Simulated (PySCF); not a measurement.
## Circular dichroism: `FC(F)(F)[C@H]1C[Si@@H]1Br`, C3H4BrF3Si

Molfile (atoms numbered from 1):
```
C3H4BrF3Si
     RDKit          3D

 12 12  0  0  0  0  0  0  0  0999 V2000
    2.4764   -0.1342    0.2026 F   0  0  0  0  0  0  0  0  0  0  0  0
    1.2619   -0.6037    0.5448 C   0  0  0  0  0  0  0  0  0  0  0  0
    1.0537   -1.6860   -0.2373 F   0  0  0  0  0  0  0  0  0  0  0  0
    1.3839   -1.0745    1.7998 F   0  0  0  0  0  0  0  0  0  0  0  0
    0.1727    0.3949    0.4155 C   0  0  1  0  0  0  0  0  0  0  0  0
   -0.2089    0.7407   -1.0476 C   0  0  0  0  0  0  0  0  0  0  0  0
   -1.5168   -0.2395   -0.1329 Si  0  0  2  0  0  4  0  0  0  0  0  0
   -3.1913    0.9428    0.6774 Br  0  0  0  0  0  0  0  0  0  0  0  0
    0.3225    1.2254    1.0955 H   0  0  0  0  0  0  0  0  0  0  0  0
   -0.3466    1.7954   -1.2458 H   0  0  0  0  0  0  0  0  0  0  0  0
    0.4064    0.2742   -1.8045 H   0  0  0  0  0  0  0  0  0  0  0  0
   -1.8128   -1.6361   -0.2935 H   0  0  0  0  0  0  0  0  0  0  0  0
  1  2  1  0
  2  3  1  0
  2  4  1  0
  2  5  1  0
  5  6  1  0
  6  7  1  0
  7  8  1  0
  7  5  1  0
  5  9  1  1
  6 10  1  0
  6 11  1  0
  7 12  1  6
M  END
```

Method used: PySCF, TDDFT wB97X-D/def2-SVPD circular dichroism and optical rotation, one conformer, gas phase. Geometry: GFN2-xTB.

The calculation is non-relativistic, which matters for the atoms heavier than Zn.

Question: What are the CIP labels of the stereocentres?

Answer: C5 S, Si7 S.

Question: List the lowest 8 singlet excitations with oscillator and rotatory strengths.

Answer: Rotatory strengths R in 10⁻⁴⁰ esu² cm², velocity form and length form (origin at the centre of mass); f in length form.
```tsv
state	E (eV)	λ (nm)	f	R (velocity)	R (length)	main
1	5.98	207	0.006	-18.4	-16.7	HOMO→LUMO 0.86
2	6.68	186	0.132	+45.5	+44.7	HOMO→LUMO+1 0.79, HOMO−1→LUMO 0.10
3	7.04	176	0.074	+45.8	+44.3	HOMO−1→LUMO 0.73
4	7.11	174	0.017	-45.5	-44.0	HOMO→LUMO+2 0.48, HOMO→LUMO+3 0.23
5	7.48	166	0.003	-12.5	-12.3	HOMO−1→LUMO+1 0.85
6	7.61	163	0.009	+14.8	+15.0	HOMO→LUMO+3 0.49, HOMO→LUMO+2 0.29
7	7.79	159	0.012	-13.5	-13.0	HOMO−2→LUMO 0.78
8	7.98	155	0.008	+2.8	+2.1	HOMO→LUMO+6 0.41, HOMO→LUMO+4 0.34
```

Among the states computed, the strongest CD band (largest |R|) is state 3. The largest dissymmetry factor in size, g = 4R/(D+G), with D and G the electric and magnetic dipole strengths, is -0.052 for state 5 (velocity form, f = 0.003), among bands with |R| over 0.5. The mirror image has the same energies and oscillator strengths and all R with the opposite sign.
